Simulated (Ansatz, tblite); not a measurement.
Removing and adding an electron: `CCOCOCOCOCOCOC`. The state is a singlet with charge 0. Geometry: PBE-D4/def2-SVP. Ansatz, gas phase; energy differences of separate SCF runs; the oxidised species was run as a doublet alone; the reduced species was run as a doublet alone.

```tsv
atom	x (Å)	y (Å)	z (Å)
C1	-0.6877	-4.0242	2.8014
C2	-0.7028	-2.5672	2.3543
O3	0.0280	-1.7175	3.2466
C4	1.4104	-1.6541	3.0726
O5	1.8619	-0.5205	2.3427
C6	1.9815	-0.6540	0.9550
O7	0.7416	-0.6783	0.2647
C8	0.0242	0.5402	0.3508
O9	0.6119	1.5635	-0.4260
C10	0.4299	1.3882	-1.8181
O11	-0.9026	1.6249	-2.2207
C12	-1.2509	3.0025	-2.2185
O13	-0.6660	3.7193	-3.2652
C14	-1.1557	3.3556	-4.5452
H15	0.3357	-4.4528	2.7723
H16	-1.0694	-4.1220	3.8378
H17	-1.3243	-4.6418	2.1348
H18	-1.7418	-2.1760	2.3650
H19	-0.3294	-2.4520	1.3130
H20	1.8557	-1.5339	4.0816
H21	1.8120	-2.5835	2.5927
H22	2.5884	0.2143	0.6207
H23	2.4814	-1.6109	0.6768
H24	0.0087	0.9119	1.3956
H25	-1.0022	0.3085	-0.0026
H26	0.6589	0.3447	-2.1212
H27	1.1274	2.1016	-2.3053
H28	-0.9083	3.4910	-1.2814
H29	-2.3646	3.0163	-2.2799
H30	-0.9736	2.2816	-4.7710
H31	-0.6260	3.9778	-5.2914
H32	-2.2523	3.5467	-4.6319
```

The xTB rows come from tblite. HOMO above LUMO, or a gap near zero within one spin, warns that the state may not be the lowest or that an electron is smeared out.

Question: Estimate orbital energies and vertical ionisation energies and electron affinities at: GFN1-xTB; GFN2-xTB; PBE-D4/def2-TZVP; PBE0-D4/def2-TZVP.

Answer: 
| level | −HOMO (eV) | vertical IE (eV) | −LUMO (eV) | vertical EA (eV) | HOMO–LUMO gap (eV) | IE − EA (eV) | remarks |
| --- | --- | --- | --- | --- | --- | --- | --- |
| GFN1-xTB | 12.38 | 14.45 | 3.71 | 1.84 | 8.66 | 12.61 | – |
| GFN2-xTB | 11.33 | 13.41 | 0.21 | -2.12 | 11.12 | 15.53 | – |
| PBE-D4/def2-TZVP | 6.25 | 8.45 | -0.37 | -1.78 | 6.62 | 10.23 | HOMO above zero (-1 doublet), gap within one spin near zero (+1 doublet), gap within one spin near zero (-1 doublet) |
| PBE0-D4/def2-TZVP | 7.84 | 9.33 | -1.19 | -2.20 | 9.03 | 11.53 | HOMO above zero (-1 doublet) |

   A HOMO above zero means that the electron is unbound at that level or that self-interaction error raises the level; the energy of removing that electron tells which. Raw xTB energy differences between charge states are shifted by several eV; the methods need an empirical correction for them. Sets without diffuse functions give affinities that are too small. A negative affinity means that the extra electron isn't bound; its size then hangs on the basis.
